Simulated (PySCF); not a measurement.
## Spinor energies of Ne⁺ (neon, charge +1)

Start: [He] 2s1 2p6; 2s1/2 filled at m_j = +1/2. Calculated with PySCF 2.14 in x2c-TZVPall-2c with one added diffuse shell each of s, p, d type (6s4p3d1f, 40 functions): generalised Hartree-Fock with the X2C-1e Hamiltonian and a Gaussian nucleus; one run each with spin-orbit coupling (SO) switched off, then screened by Boettger's factors. This is a chosen level, not necessarily the ground level.

```json
{"spinor shell": "1s1/2", "electrons": "2", "ε, spin-free (eV)": "-915.96", "ε, screened SO (eV)": "-915.96", "weight of nominal j (screened SO)": "1.000", "rms radius, screened SO (bohr)": "0.183"}
{"spinor shell": "2s1/2", "electrons": "1", "ε, spin-free (eV)": "-75.368", "ε, screened SO (eV)": "-75.368", "weight of nominal j (screened SO)": "1.000", "rms radius, screened SO (bohr)": "0.931"}
{"spinor shell": "2p1/2", "electrons": "2", "ε, spin-free (eV)": "-42.310", "ε, screened SO (eV)": "-42.356", "weight of nominal j (screened SO)": "0.667", "rms radius, screened SO (bohr)": "1.00"}
{"spinor shell": "2p3/2", "electrons": "4", "ε, spin-free (eV)": "-42.310", "ε, screened SO (eV)": "-42.288", "weight of nominal j (screened SO)": "0.833", "rms radius, screened SO (bohr)": "1.01"}
```

| quantity | spin-free | screened SO |
| --- | --- | --- |
| E (hartree) | -126.86571 | -126.86572 |
| M_J | 1/2 | 1/2 |
| ⟨J²⟩ | 0.756 | 0.756 |
| ⟨L²⟩ | 0.000 | 0.000 |
| ⟨S²⟩ | 0.756 | 0.756 |

Each row is a mean over spinors that exchange with the open shell spreads, by up to 6.515 eV (2p3/2).

Rows whose weight is well below 1 are mixtures of j = l ± 1/2: exchange outweighs spin-orbit coupling there, and the label is only the starting occupation.

Without spin-orbit coupling the j labels of p, d and f shells carry no meaning; the spin-free column gives the mean over the occupied spinors of each nl shell.
